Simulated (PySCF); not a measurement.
Mapped SMILES: `[F:1][C:2]([F:3])([F:4])[C@H:5]1[CH2:6][SiH2:7]1`. Each H is labelled by its parent atom. Ha(C6), Ha(Si7) are cis to C2 on the ring; Hb(C6), Hb(Si7) are trans to C2 on the ring.

Geometry: GFN2-xTB; GIAO absolute shieldings from PySCF, gas phase, non-relativistic, averaged over equivalent atoms.

At LDA/pcSseg-0 (77 basis functions, 6 s wall time on 1 thread of an Arm Neoverse V2, shared host):
```csv
atoms,σ (ppm)
F1/F3/F4,232.2
C2,30.5
C5,174.6
C6,191.7
Si7,496.6
Ha(Si7),29.70
Hb(Si7),29.73
H(C5),30.71
Ha(C6),31.23
Hb(C6),31.31
```

Problem. What do these become at PBE0/pcSseg-1?

Solution. 
| atoms | σ at PBE0/pcSseg-1 | change |
| --- | --- | --- |
| F1/F3/F4 | 247.3 | +15.1 |
| C2 | 49.0 | +18.5 |
| C5 | 173.5 | -1.1 |
| C6 | 188.5 | -3.2 |
| Si7 | 493.7 | -2.9 |
| Ha(Si7) | 28.74 | -0.96 |
| Hb(Si7) | 28.91 | -0.82 |
| H(C5) | 30.12 | -0.59 |
| Ha(C6) | 30.70 | -0.53 |
| Hb(C6) | 30.85 | -0.46 |

The largest change is at C2 (CF3 carbon). Cost: 151 basis functions, 12 s wall time on 1 thread of an Arm Neoverse V2, shared host. The order of the carbon signals is the same at both levels.
